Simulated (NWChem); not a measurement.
# BeGeH3Cl; SMILES [Be]([GeH3])[Cl]

Computed with NWChem. Medium grid unless said otherwise, to which SCAN and Minnesota functionals are sensitive. All runs use the structure optimised with PBE0/def2-SVP.

**Question.** Order these by “highest occupied level (eV)”, lowest first: PBE/def2-SVP; LC-wPBE (HJS exchange hole, range parameter 0.4 per bohr)/def2-SVP; MN15-L/def2-SVP; B3LYP/def2-SVP; r2SCAN0/def2-SVP.

**Answer.** LC-wPBE (HJS exchange hole, range parameter 0.4 per bohr)/def2-SVP (-11.04), r2SCAN0/def2-SVP (-8.51), B3LYP/def2-SVP (-8.05), MN15-L/def2-SVP (-7.59), PBE/def2-SVP (-7.13)
